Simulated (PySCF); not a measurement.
CH₄S, charge +1, doublet, geometry from GFN2-xTB (a state made from the parent by changing its charge; the spin is typed, not shown lowest), with bond 3-1 at 1.5 times its length; PBE0/def2-SVP (PySCF).

The PySCF input:
```python
from pyscf import gto, scf, dft

mol = gto.M(
    atom='''
C    -1.02943993   -0.44430689    0.04872881
S     0.55907768    0.33245669   -0.03583469
H    -1.19026294   -1.27706064    1.45588024
H    -1.80491537    0.31648919   -0.02717459
H    -1.14183024   -1.17864672   -0.75616545
H     1.31479765   -0.79183217    0.07749249
''',
    basis='def2-svp',
    charge=1,
    spin=1,
    verbose=4,
)

mf = dft.UKS(mol)
mf.xc = 'pbe0'
mf.kernel()
mo_i, mo_e, stable_i, stable_e = mf.stability(internal=True, external=False, return_status=True, nroots=6, tol=1e-6)
print('internally stable:', stable_i, ' externally stable:', stable_e)
if not stable_i:
    umf = mf.copy()
    umf.scf_summary = {}
    umf.kernel(umf.make_rdm1(mo_i, mf.mo_occ))
```

Problem. Predict the main parts of the log of this PySCF run.

Solution. 
```
PySCF version 2.14.0

[INPUT] verbose = 4
[INPUT] num. atoms = 6
[INPUT] num. electrons = 25
[INPUT] charge = 1
[INPUT] spin (= nelec alpha-beta = 2S) = 1
[INPUT] symmetry False subgroup None
[INPUT] Mole.unit = angstrom
[INPUT] Symbol           X                Y                Z      unit          X                Y                Z       unit  Magmom
[INPUT]  1 C     -1.029439930000  -0.444306890000   0.048728810000 AA   -1.945359529391  -0.839618337357   0.092084105276 Bohr   0.0
[INPUT]  2 S      0.559077680000   0.332456690000  -0.035834690000 AA    1.056503697557   0.628252092379  -0.067717749859 Bohr   0.0
[INPUT]  3 H     -1.190262940000  -1.277060640000   1.455880240000 AA   -2.249270972820  -2.413294854062   2.751214923766 Bohr   0.0
[INPUT]  4 H     -1.804915370000   0.316489190000  -0.027174590000 AA   -3.410795727318   0.598077890485  -0.051352532647 Bohr   0.0
[INPUT]  5 H     -1.141830240000  -1.178646720000  -0.756165450000 AA   -2.157746434346  -2.227319498417  -1.428945605358 Bohr   0.0
[INPUT]  6 H      1.314797650000  -0.791832170000   0.077492490000 AA    2.484607467722  -1.496345937920   0.146439582811 Bohr   0.0

nuclear repulsion = 55.4699549050143
number of shells = 26
number of NR pGTOs = 88
number of NR cGTOs = 52
basis = def2-svp
ecp = {}

******** <class 'pyscf.dft.uks.UKS'> ********
method = UKS
initial guess = minao
damping factor = 0
level_shift factor = 0
DIIS = <class 'pyscf.scf.diis.CDIIS'>
diis_start_cycle = 1
diis_space = 8
diis_damp = 0
SCF conv_tol = 1e-09
SCF conv_tol_grad = None
SCF max_cycles = 50
direct_scf = True
direct_scf_tol = 1e-13
number electrons alpha = 13  beta = 12
XC library pyscf.dft.libxc version 7.1.2
    S. Lehtola, C. Steigemann, M. J. T. Oliveira, and M. A. L. Marques,  SoftwareX 7, 1–5 (2018)
XC functionals = pbe0
    C. Adamo and V. Barone,  J. Chem. Phys. 110, 6158 (1999)
    M. Ernzerhof and G. E. Scuseria,  J. Chem. Phys. 110, 5029 (1999)
radial grids:
    Treutler-Ahlrichs [JCP 102, 346 (1995); DOI:10.1063/1.469408] (M4) radial grids

becke partition: Becke, JCP 88, 2547 (1988); DOI:10.1063/1.454033
pruning grids: <function nwchem_prune>
grids dens level: 3
symmetrized grids: False
atomic radii adjust function: <function treutler_atomic_radii_adjust>
small_rho_cutoff = 0
Set gradient conv threshold to 3.16228e-05
tot grids = 72232
init E= -438.150768993957

cycle= 1 E= -437.923096610338  delta_E= 0.228  |g|= 0.144  |ddm|= 1.55
cycle= 2 E= -437.937391069075  delta_E= -0.0143  |g|= 0.0759  |ddm|= 0.346
cycle= 3 E= -437.940749694001  delta_E= -0.00336  |g|= 0.0219  |ddm|= 0.0979
cycle= 4 E= -437.941078893528  delta_E= -0.000329  |g|= 0.0138  |ddm|= 0.0328
cycle= 5 E= -437.941231981687  delta_E= -0.000153  |g|= 0.00402  |ddm|= 0.0181
cycle= 6 E= -437.941261792807  delta_E= -2.98e-05  |g|= 0.00267  |ddm|= 0.0105
cycle= 7 E= -437.941272131714  delta_E= -1.03e-05  |g|= 0.000949  |ddm|= 0.00568
cycle= 8 E= -437.941274645163  delta_E= -2.51e-06  |g|= 0.00047  |ddm|= 0.00284
cycle= 9 E= -437.941275448742  delta_E= -8.04e-07  |g|= 0.000243  |ddm|= 0.00188
cycle= 10 E= -437.941275627908  delta_E= -1.79e-07  |g|= 7.34e-05  |ddm|= 0.00103
cycle= 11 E= -437.941275645711  delta_E= -1.78e-08  |g|= 2.26e-05  |ddm|= 0.000347
cycle= 12 E= -437.941275647335  delta_E= -1.62e-09  |g|= 7.68e-06  |ddm|= 0.000105
cycle= 13 E= -437.941275647459  delta_E= -1.23e-10  |g|= 4.75e-06  |ddm|= 2.65e-05
Extra cycle  E= -437.94127564747  delta_E= -1.11e-11  |g|= 5.23e-06  |ddm|= 1.09e-05
converged SCF energy = -437.94127564747  <S^2> = 0.76579189  2S+1 = 2.01573
uhf_internal: lowest eigs of H = [0.17079429 0.25343871 0.32595685 0.33603157 0.43580288 0.48373742]
<class 'pyscf.dft.uks.UKS'> wavefunction is stable in the internal stability analysis
internally stable: True  externally stable: None
```
